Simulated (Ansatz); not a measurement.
Start from `BCC[SiH2]C` and change one atom or group to get `BCCCCl`.

Ansatz, PBE0-D4/def2-TZVP geometries, multiplicity 1. Each molecule was computed in one conformer, which needn't be the lowest.

```json
{"property": "LUMO energy (PBE0/def2-TZVPP) / eV", "`BCC[SiH2]C`": "-1.35"}
{"property": "HOMO–LUMO gap (ωB97M-V/def2-TZVPP) / eV", "`BCC[SiH2]C`": "10.77"}
{"property": "HOMO–LUMO gap (PBE/def2-TZVPP) / eV", "`BCC[SiH2]C`": "4.33"}
{"property": "HOMO energy (PBE0/def2-TZVPP) / eV", "`BCC[SiH2]C`": "-7.98"}
{"property": "LUMO energy (PBE/def2-TZVPP) / eV", "`BCC[SiH2]C`": "-2.40"}
{"property": "HOMO energy (PBE/def2-TZVPP) / eV", "`BCC[SiH2]C`": "-6.73"}
```

**Question.** Give the same properties after the change, and the shifts. (An estimate is asked.)

**Answer.** The calculation gave: 
| property | `BCCCCl` | shift |
| --- | --- | --- |
| LUMO energy (PBE0/def2-TZVPP) / eV | -1.32 | 0.03 |
| HOMO–LUMO gap (ωB97M-V/def2-TZVPP) / eV | 11.23 | 0.46 |
| HOMO–LUMO gap (PBE/def2-TZVPP) / eV | 4.61 | 0.28 |
| HOMO energy (PBE0/def2-TZVPP) / eV | -8.35 | -0.37 |
| LUMO energy (PBE/def2-TZVPP) / eV | -2.35 | 0.05 |
| HOMO energy (PBE/def2-TZVPP) / eV | -6.95 | -0.22 |
